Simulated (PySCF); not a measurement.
**Running PySCF for InI⁺**

The script input.py:

```python
from pyscf import gto, dft

mol = gto.M(
    atom='In 0 0 0; I 0 0 2.8',
    basis='lanl2dz',
    ecp={'In': 'lanl2dz', 'I': 'lanl2dz'},
    charge=1,
    spin=1,
    verbose=4,
)
mf = dft.UKS(mol, xc='tpssh')
mf.kernel()
mf.mulliken_pop()
mf.dip_moment()
print('orbital energies (hartree):', [e[max(0, n-3):n+3].round(4) for e, n in zip(mf.mo_energy, mol.nelec)])
```

```bash
$ OMP_NUM_THREADS=1 python input.py
```

Output (some set-up lines and the per-cycle HOMO/LUMO lines with their warnings removed):

```
PySCF version 2.14.0

[INPUT] verbose = 4
[INPUT] num. atoms = 2
[INPUT] num. electrons = 9
[INPUT] charge = 1
[INPUT] spin (= nelec alpha-beta = 2S) = 1
[INPUT] symmetry False subgroup None
[INPUT] Mole.unit = angstrom
[INPUT] Symbol           X                Y                Z      unit          X                Y                Z       unit  Magmom
[INPUT]  1 In     0.000000000000   0.000000000000   0.000000000000 AA    0.000000000000   0.000000000000   0.000000000000 Bohr   0.0
[INPUT]  2 I      0.000000000000   0.000000000000   2.800000000000 AA    0.000000000000   0.000000000000   5.291233148782 Bohr   0.0

nuclear repulsion = 3.9688290819
number of shells = 8
number of NR pGTOs = 24
number of NR cGTOs = 16
basis = lanl2dz
ecp = {'In': 'lanl2dz', 'I': 'lanl2dz'}

******** <class 'pyscf.dft.uks.UKS'> ********
method = UKS
initial guess = minao
damping factor = 0
level_shift factor = 0
DIIS = <class 'pyscf.scf.diis.CDIIS'>
diis_start_cycle = 1
diis_space = 8
diis_damp = 0
SCF conv_tol = 1e-09
SCF conv_tol_grad = None
SCF max_cycles = 50
direct_scf = True
direct_scf_tol = 1e-13
number electrons alpha = 5  beta = 4
XC library pyscf.dft.libxc version 7.0.0
    S. Lehtola, C. Steigemann, M. J.T. Oliveira, and M. A.L. Marques.,  SoftwareX 7, 1–5 (2018)
XC functionals = tpssh
    V. N. Staroverov, G. E. Scuseria, J. Tao, and J. P. Perdew.,  J. Chem. Phys. 119, 12129 (2003)
radial grids:
    Treutler-Ahlrichs [JCP 102, 346 (1995); DOI:10.1063/1.469408] (M4) radial grids

becke partition: Becke, JCP 88, 2547 (1988); DOI:10.1063/1.454033
pruning grids: <function nwchem_prune>
grids dens level: 3
symmetrized grids: False
atomic radii adjust function: <function treutler_atomic_radii_adjust>
small_rho_cutoff = 0
Set gradient conv threshold to 3.16228e-05
tot grids = 43832
init E= -1.57080773818189

cycle= 1 E= -12.8534906638974  delta_E= -11.3  |g|= 0.364  |ddm|= 3.02
cycle= 2 E= -12.8646546931896  delta_E= -0.0112  |g|= 0.296  |ddm|= 1.14
cycle= 3 E= -12.9848752983604  delta_E= -0.12  |g|= 0.13  |ddm|= 0.809
cycle= 4 E= -13.0101223944539  delta_E= -0.0252  |g|= 0.0121  |ddm|= 0.222
cycle= 5 E= -13.0105792364066  delta_E= -0.000457  |g|= 0.00419  |ddm|= 0.0532
cycle= 6 E= -13.0106167810621  delta_E= -3.75e-05  |g|= 0.000421  |ddm|= 0.0147
cycle= 7 E= -13.0106172264627  delta_E= -4.45e-07  |g|= 5.84e-05  |ddm|= 0.00127
cycle= 8 E= -13.0106172436457  delta_E= -1.72e-08  |g|= 2.48e-05  |ddm|= 0.000325
cycle= 9 E= -13.0106172449288  delta_E= -1.28e-09  |g|= 2.65e-06  |ddm|= 6.93e-05
cycle= 10 E= -13.0106172449547  delta_E= -2.59e-11  |g|= 2.76e-07  |ddm|= 1.41e-05
Extra cycle  E= -13.0106172449549  delta_E= -2.38e-13  |g|= 3.11e-07  |ddm|= 1.62e-06
converged SCF energy = -13.0106172449549  <S^2> = 0.76319523  2S+1 = 2.013152
 ** Mulliken pop       alpha | beta **
pop of  0 In 5s        0.20414 | 0.14984
pop of  0 In 6s        0.77535 | 0.54914
pop of  0 In 5px       0.03424 | 0.03024
pop of  0 In 5py       0.03424 | 0.03024
pop of  0 In 5pz       0.21840 | 0.05643
pop of  0 In 6px       0.01344 | 0.01335
pop of  0 In 6py       0.01344 | 0.01335
pop of  0 In 6pz      -0.00812 | -0.00914
pop of  1 I 5s        0.37182 | 0.37329
pop of  1 I 6s        0.63129 | 0.63254
pop of  1 I 5px       0.52875 | 0.52679
pop of  1 I 5py       0.52875 | 0.52679
pop of  1 I 5pz       0.50608 | 0.14883
pop of  1 I 6px       0.42357 | 0.42962
pop of  1 I 6py       0.42357 | 0.42962
pop of  1 I 6pz       0.30104 | 0.09906
In total             5.00000 | 4.00000
 ** Mulliken atomic charges   ( Nelec_alpha | Nelec_beta ) **
charge of  0In =      0.88140  (     1.28514      0.83347 )
charge of  1I =      0.11860  (     3.71486      3.16653 )

WARN: System has nonzero charge 1; the dipole moment is origin-dependent.
Location of origin: [0. 0. 0.]

Dipole moment(X, Y, Z, Debye):  0.00000, -0.00000,  1.32676
orbital energies (hartree): [array([-0.4905, -0.465 , -0.465 , -0.3009, -0.3009, -0.2372]), array([-0.5717, -0.4584, -0.4584, -0.4131, -0.282 , -0.282 ])]
```

In short: E(SCF) = -13.010617 Eh, 10 cycles, ⟨S²⟩ = 0.763.

Hardware: Arm Neoverse V1, 1 thread, shared host. Wall time 2.2 s.

The bond length is a typed value, not an optimised one. The dipole of an ion depends on the origin. No search for the lowest solution was made.
